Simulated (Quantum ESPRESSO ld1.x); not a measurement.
Task: All-electron atom: the gadolinium ion Gd2+ in [Kr] 4d10 4f7 5s2 5p5.75 5d1.25 (fractional occupations, a model configuration). Method: Dirac Kohn-Sham, BLYP, spin-unpolarised, spherical densities, point nucleus; open shells fill j = l - 1/2 first; computed with ld1.x of Quantum ESPRESSO 7.5. Some entries of the table are withheld. Estimate them.

orbital  occ.  eigenvalue (eV)  <1/r> (bohr^-1)
1s1/2       2         -50072.1              (1)
2s1/2       2         -8274.89              (2)
2p1/2       2         -7858.02            17.08
2p3/2       4         -7161.86            15.09
3s1/2       2         -1844.88            6.231
3p1/2       2         -1664.30              (3)
3p3/2       4         -1521.52              (4)
3d3/2       4         -1209.75            5.521
3d5/2       6         -1178.64            5.396
4s1/2       2         -382.616            2.605
4p1/2       2              (5)            2.499
4p3/2       4              (6)            2.327
4d3/2       4         -164.819            2.110
4d5/2       6         -159.072            2.067
5s1/2       2         -63.7083            1.004
5p1/2       2         -44.2927           0.8874
5p3/2    3.75         -39.8755           0.8270
4f5/2       6         -23.0960            1.534
4f7/2       1         -22.3397            1.515
5d3/2    1.25         -15.6039              (7)
5d5/2       0         -15.2453              (8)

Result: 
(1) 1s1/2 <1/r> (bohr^-1): 71.68
(2) 2s1/2 <1/r> (bohr^-1): 17.10
(3) 3p1/2 <1/r> (bohr^-1): 6.146
(4) 3p3/2 <1/r> (bohr^-1): 5.643
(5) 4p1/2 eigenvalue (eV): -312.348
(6) 4p3/2 eigenvalue (eV): -280.548
(7) 5d3/2 <1/r> (bohr^-1): 0.5487
(8) 5d5/2 <1/r> (bohr^-1): 0.5365
